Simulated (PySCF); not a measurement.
**Dipole moment and polarisability of `c1ccc(-c2cccnc2)cc1`**

C11H9N.
Numbering: `[cH:1]1[cH:2][cH:3][c:4](-[c:5]2[cH:6][cH:7][cH:8][n:9][cH:10]2)[cH:11][cH:12]1` (hydrogens: H13 on C1; H14 on C2; H15 on C3; H16 on C6; H17 on C7; H18 on C8; H19 on C10; H20 on C11; H21 on C12)

Cartesian coordinates in Å at the PBE0-D3(BJ)/def2-SVP level; atoms count from 1:
```
atom  x, y, z in Å
C1     3.2078    0.0613   -0.2566
C2     2.5756    1.1489   -0.8572
C3     1.1958    1.3035   -0.7533
C4     0.4205    0.3716   -0.0474
C5    -1.0437    0.5329    0.0622
C6    -1.7395    0.2207    1.2365
C7    -3.1182    0.3938    1.2805
C8    -3.7647    0.8809    0.1450
N9    -3.1240    1.1771   -0.9826
C10   -1.8086    1.0040   -1.0179
C11    1.0693   -0.7183    0.5515
C12    2.4489   -0.8720    0.4484
H13    4.2905   -0.0588   -0.3377
H14    3.1630    1.8902   -1.4042
H15    0.7129    2.1731   -1.2050
H16   -1.1964   -0.1341    2.1161
H17   -3.6854    0.1664    2.1856
H18   -4.8494    1.0383    0.1489
H19   -1.3131    1.2321   -1.9691
H20    0.4797   -1.4684    1.0842
H21    2.9342   -1.7325    0.9151
```

Level: wB97X-D/def2-SVPD (PySCF), static field, nuclei fixed, core orbitals frozen in the response. The polarisability tensor in these axes (au):

```
x   191.99 -11.35 -11.07
y   -11.35 100.89 -22.97
z   -11.07 -22.97 109.81
```

Question: Diagonalise the tensor; give its mean and Δα, where Δα² is half the sum of the squared differences of the eigenvalues.

Answer: Principal values 79.73, 128.72 and 194.24 au; mean 134.23 au = 19.89 Å³ = 22.13 × 10⁻⁴⁰ C²·m²/J; Δα = 99.51 au (74 % of the mean).

Question: What is the dipole moment, and where does it point?

Answer: (1.42, -0.77, 1.75) D, 2.38 D in size, pointing from the negative to the positive side. Measured along this direction, the outermost atoms are H18 at the negative end and H21 at the positive end.

Question: Find the Langevin capture rate constant for NH4+ (18.034 u) meeting this molecule (155.073 u), k = 2.342 × 10⁻⁹ cm³/s × √(α in Å³ / reduced mass in u).

Answer: The reduced mass is 16.16 u, so k = 2.60 × 10⁻⁹ cm³/s. The formula leaves out the permanent dipole, which adds to the capture rate.

Question: What would n − 1 = 2πNα be for an ideal gas of these molecules at 273.15 K and 1 atm, electronic part alone?

Answer: N = p/kT = 2.6868 × 10¹⁹ cm⁻³, so n − 1 = 2π × N × 19.89 × 10⁻²⁴ cm³ = 3358 × 10⁻⁶ at long wavelengths, for an ideal gas.

Question: Molar refractivity from α?

Answer: Lorentz–Lorenz: R = (4π/3)N_A α = 2.5225 cm³/(mol·Å³) × 19.89 Å³ = 50.2 cm³/mol, in the limit of long wavelengths.

Question: Orientational against electronic polarisability at 500 K (dilute gas, rigid molecules)?

Answer: In Gaussian units μ²/3kT = 27.38 Å³ against 19.89 Å³, a ratio of 1.38; the Debye molar polarisation (4π/3)N_A(α + μ²/3kT) is 119.2 cm³/mol, leaving out the vibrational part.

Geometry: PBE0-D3(BJ)/def2-SVP, one conformer, isolated molecule.

These values come from a run that also computed excited states. On 2 threads of an Intel Xeon at 2.50 GHz, no GPU, on a shared host, this took 4.0 min wall, 8.2 min CPU (with the writing of density and orbital grids) and 1.9 GiB of memory at its peak.
